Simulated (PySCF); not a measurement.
**Rh(30+) (rhodium, charge +30) across methods**

[Ne] 3s2 3p3, high-spin 4S determinant. All numbers are calculated (PySCF 2.14, scalar relativity by spin-free X2C-1e, in an even-tempered Gaussian basis (18 s from 4.4 bohr⁻², ratio 2.5; 12 p from 5.7 bohr⁻², ratio 2.5; 5 d from 24 bohr⁻², ratio 2.7; 4 f from 36 bohr⁻², ratio 2.7)).

```csv
method,E (hartree),mean ε 3s α (eV),mean ε 3s β (eV),mean ε 3p α (eV),Σ⟨r²⟩ (bohr²),⟨S²⟩
LDA,-4109.56,-1837.0,-1819.2,-1732.7,0.8221,3.750
PBE0,-4114.63,-1852.3,-1826.0,-1742.4,0.8216,3.750
M06,-4115.07,-1853.4,-1826.7,-1742.8,0.8209,3.750
UHF,-4114.10924,-1889.3,-1842.8,-1766.8,0.8225,3.750
r2SCAN,-4114.87,-1846.2,-1819.8,-1736.9,0.8220,3.750
PBE,-4114.60,-1839.5,-1819.6,-1733.8,0.8214,3.750
TPSSh,-4115.01,-1846.8,-1822.3,-1737.9,0.8215,3.750
```

Spin-orbit coupling is strong in this species (close to jj coupling), so the high-spin LS determinant is a model state, not a physical level.
